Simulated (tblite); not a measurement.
C4H2ClFO2S2.
Numbering: `[O:1]=[S:2](=[O:3])([Cl:4])[c:5]1[s:6][cH:7][cH:8][c:9]1[F:10]` (hydrogens: H11 on C7; H12 on C8)

Structure optimised with GFN2-xTB, isolated species.

**Question.** List the bond lengths, angles and torsions at this level.

**Answer.** 
| bond | length (bohr) | order |
| --- | --- | --- |
| O1=S2, S2=O3 | 2.688 | double |
| S2–Cl4 | 3.834 | single |
| S2–C5 | 3.312 | single |
| C5–S6 | 3.229 | aromatic |
| S6–C7 | 3.246 | aromatic |
| C7–C8 | 2.574 | aromatic |
| C8–C9 | 2.666 | aromatic |
| C9–F10 | 2.508 | single |
| C5–C9 | 2.580 | aromatic |
| C7–H11 | 2.025 | single |
| C8–H12 | 2.029 | single |

Bonds in one row agree within 0.02 bohr and their mean is given. Orders are formal, as drawn. A selection of angles:
| angle | degrees |
| --- | --- |
| O1–S2–O3 | 120.2 |
| O1–S2–Cl4 | 107.2 |
| O1–S2–C5 | 107.7 |
| O3–S2–C5 | 111.7 |
| Cl4–S2–C5 | 100.8 |
| S2–C5–S6 | 117.5 |
| S2–C5–C9 | 130.3 |
| S6–C5–C9 | 112.1 |
| C5–S6–C7 | 90.7 |
| S6–C7–C8 | 113.1 |
| S6–C7–H11 | 119.9 |
| C8–C7–H11 | 127.1 |
| C7–C8–C9 | 111.1 |
| C7–C8–H12 | 125.3 |
| C9–C8–H12 | 123.6 |
| C8–C9–F10 | 123.7 |
| C5–C9–C8 | 113.1 |
| C5–C9–F10 | 123.3 |

Dihedral angles: O1–S2–C5–S6 11° (synperiplanar). The mirror-image conformer, all signs reversed, is as good.

S2 (sulfonyl sulfur) is distorted tetrahedral (angles from 100.8° to 120.2°). The 5-membered ring C5–S6–C7–C8–C9 has internal angles of 90.7° to 113.1°; it is planar, 0.00 Å rms from its mean plane, widest ring torsion 1°. The C–C distances run from 1.362 Å (C7–C8, aromatic) to 1.411 Å (C8–C9, aromatic), a spread of 0.049 Å. The 3 C–S bonds span 1.709 Å (C5–S6, aromatic) to 1.752 Å (S2–C5, drawn single), a spread of 0.043 Å.

Point group: C1 (no symmetry element, even within 0.4 Å). Its GFN2-xTB frequencies are all real (lowest 23 cm⁻¹). The numbers are those of one conformer. 3 starts were optimised and ended at 0.00, 0.02 and 0.02 kcal/mol (GFN2-xTB); the lowest of these is shown.

The numbers are calculated, not measured.
